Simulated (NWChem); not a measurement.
System: water (H2O); SMILES O

NWChem input:

```
start job
memory heap 200 mb stack 700 mb global 900 mb
geometry units angstroms noautosym nocenter noautoz
  O      0.000000     0.000000     0.133319
  H      0.754171     0.000000    -0.464992
  H     -0.754171     0.000000    -0.464992
end
basis spherical
  * library sto-3g
end
dft
  xc hfexch
  iterations 150
end
property
  shielding 2 1 2
end
task dft property
```

STO-3G and 3-21G are far too small for this property and stand as cheap habits. Structure relaxed at the PBE0/def2-SVP level. Not confirmed as a minimum by frequencies.

GIAO values for the isolated, static molecule; σ is the absolute isotropic shielding.

Atoms are numbered as in the input.

Give the results of this calculation. (Hartree-Fock/STO-3G, GIAO.) Quantities: σ O1 (ppm); σ H2 (ppm).


```
Quantity    Result
----------  ------
σ O1 (ppm)   363.0
σ H2 (ppm)   33.56
```
